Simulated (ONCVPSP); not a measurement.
**Cutoff test, Cd, ONCV**

ONCVPSP 4.0.1 input, shortened (lines: element, Z, core and valence counts, functional; n l f; lmax; l rc ep ncon nbas qcut; lloc lpopt rc5 dvloc0; l nproj debl; icmod fcfact rcfact), PBE, fully relativistic:

```
  Cd 48.00    6    4        4      upf
    1    0    2.00
    2    0    2.00
    2    1    6.00
    3    0    2.00
    3    1    6.00
    3    2   10.00
    4    0    2.00
    4    1    6.00
    4    2   10.00
    5    0    1.00
    2
    0    1.40    0.00    3    8   10.00
    1    0.95    0.00    3    8    8.50
    2    1.10    0.00    4    8    7.40
    4    5    0.95    3.00
    0    2    3.30
    1    1    3.60
    2    2    0.40
    3    2.75    1.55
```

Open shells are filled in proportion to 2j + 1.

In the d channel the program set the typed energies aside and used -0.743, 0.250 Ha (j = l + 1/2; the other j can differ).

Q: For each optimised wave give the share of its norm inside rc, the residual kinetic energy above qcut (Ha) and the cutoffs (Ha) for errors of 10, 1, 0.1 and 0.01 mHa per electron.

A:

```tsv
wave	norm inside rc	residual KE	10 mHa	1 mHa	0.1 mHa	0.01 mHa
4s	0.943	2.3e-07	26.0	33.1	38.7	43.1
5s	0.057	1.2e-07	20.7	29.7	36.8	42.0
4p j=3/2	0.519	3.6e-03	29.7	101.1	267.5	not reached
4p j=1/2	0.557	3.8e-03	29.2	108.5	302.8	not reached
4d j=5/2	0.435	1.1e-02	27.7	90.5	183.6	209.4
d projector 2 j=5/2	0.056	2.1e-03	21.6	30.0	59.4	227.8
4d j=3/2	0.448	1.2e-02	28.2	97.6	185.5	212.8
d projector 2 j=3/2	0.055	2.3e-03	21.9	30.4	62.5	231.9
```

The occupied waves need 108 Ha and 303 Ha for 1 and 0.1 mHa.
